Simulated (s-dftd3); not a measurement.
GeI$_{4}$, triplet, at a GFN2-xTB geometry (a higher spin typed on purpose: for a closed-shell molecule this is an excited state); D3(op) for tpssh (s-dftd3 1.4.0).

s-dftd3 was given this input:
```
$ s-dftd3 mol.xyz --op tpssh --json dftd3.json --noedisp --grad

# file mol.xyz
5

I     -0.64226172     2.80508033    -0.74452314
Ge    -0.26333692     0.04304399    -0.11471791
I     -1.70071416    -2.42210698    -0.27615139
I      0.47122681     0.12487011     2.45849719
I      2.03074494    -0.53383228    -1.36855901
```

Question: Write the output that s-dftd3 gives for this input, abridged.

Answer: 
```
-----------------------------------
 s i m p l e   D F T - D 3  v1.4.0
-----------------------------------

Optimized power damping: tpssh-D3(op)
--------------------
   s6        1.0000
   s8        0.4319
   s9        0.0000
   a1        0.5750
   a1        3.0000
  alp       14.0000
 beta        8.0000
--------------------

Dispersion energy:      -3.8389126350523E-03 Eh

Gradient norm:           1.0236618491054E-03 Eh/a0
--------------------------------------------------
     #    Z           dE/dx      dE/dy      dE/dz
--------------------------------------------------
     1   53 I     2.559E-04 -1.389E-04  1.282E-04
     2   32 Ge    3.276E-06 -5.355E-07  1.427E-06
     3   53 I     2.940E-04  4.901E-05  1.114E-04
     4   53 I    -6.260E-05 -4.517E-05 -6.456E-04
     5   53 I    -4.905E-04  1.356E-04  4.046E-04
--------------------------------------------------

Virial:
--------------------------------------------------
      component           x          y          z
--------------------------------------------------
          x      -3.195E-03  4.914E-04  4.637E-04
          y       4.914E-04 -1.108E-03 -3.905E-04
          z       4.637E-04 -3.905E-04 -4.284E-03
--------------------------------------------------

[Info] JSON dump of results written to 'dftd3.json'
```
